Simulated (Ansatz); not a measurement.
Geometry optimisation, RKS PBE/def2-SVP in Ansatz 0.2.0.

Input file:

```yaml
crystal:
  periodic: [false, false, false]
  atoms:
    - { symbol: B, position_ang: [0.0, 0.0, 0.0] }
    - { symbol: O, position_ang: [0.0, 0.0, 1.76] }
    - { symbol: H, position_ang: [-0.9095, -0.2814, 2.0971] }
    - { symbol: "N", position_ang: [1.3423, 0.0, -0.775] }
    - { symbol: H, position_ang: [1.8089, -0.9179, -1.0268] }
    - { symbol: H, position_ang: [1.7937, 0.9179, -1.0532] }
    - { symbol: "N", position_ang: [-1.3423, 0.0, -0.775] }
    - { symbol: H, position_ang: [-2.0112, -0.8164, -0.6764] }
    - { symbol: H, position_ang: [-1.5914, 0.8164, -1.4036] }
    - { symbol: F, position_ang: [0.0726, 1.5356, 0.5108] }
    - { symbol: H, position_ang: [0.0505, 1.068, 1.4702] }
basis:
  gaussian: { orbitals: def2-SVP }
hamiltonian:
  xc: pbe
relax:
  f_tol: 0.15
  max_steps: 25
  restrain:
    - { distance: [0, 9], at: 1.32, k: 30.0 }
    - { distance: [10, 1], at: 1.01, k: 30.0 }
    - { distance: [0, 1], at: 2.61, k: 30.0 }
    - { distance: [10, 9], at: 2.12, k: 30.0 }
```

Command:

```bash
$ ansatz run input.yaml --threads 2 --pin off --max-ram 3072MiB --backend cpu --events-out ev --progress --plain --runs-dir out
```

**Question.** Where does it end, and by what steps?

**Answer.** The run converged. The restraints hold the end off the free minimum; the threshold counts their pulls, which the force column leaves out. Restrained pairs: B1–F10 (1.62 → 1.35 Å), O2–H11 (1.11 → 0.99 Å), B1–O2 (1.76 → 2.62 Å), F10–H11 (1.07 → 2.12 Å). After 11 steps the energy has fallen by 3.631 eV (the restraints' own energy left out); H9 moved furthest, 0.96 Å.

```csv
step,energy less start (eV),largest force component (eV/Å),accepted
0,0.0000,4.850,yes
1,-1.4205,3.061,yes
2,-2.1944,1.690,yes
3,-2.5882,2.255,yes
4,-2.9951,1.128,yes
5,-3.2751,0.952,yes
6,-3.4482,1.135,yes
7,-3.5481,0.778,yes
8,-3.6122,0.731,yes
9,-3.6074,1.012,no
10,-3.6303,0.801,yes
11,-3.6314,0.805,yes
```

```xyz
11
Properties=species:S:1:pos:R:3
B 0.053 0.588 -0.466
O -0.093 0.072 2.098
H -0.787 -0.217 1.464
N 1.264 0.000 -0.908
H 1.329 -0.985 -1.158
H 2.154 0.391 -0.600
N -1.239 -0.046 -0.563
H -1.359 -0.930 -1.057
H -2.070 0.544 -0.614
F 0.070 1.855 -0.011
H -0.108 1.049 1.944
```

Run time: 14 s on 2 threads of Intel(R) Xeon(R) 6975P-C (Granite Rapids), with other jobs on the host, peak memory 0.16 GiB.
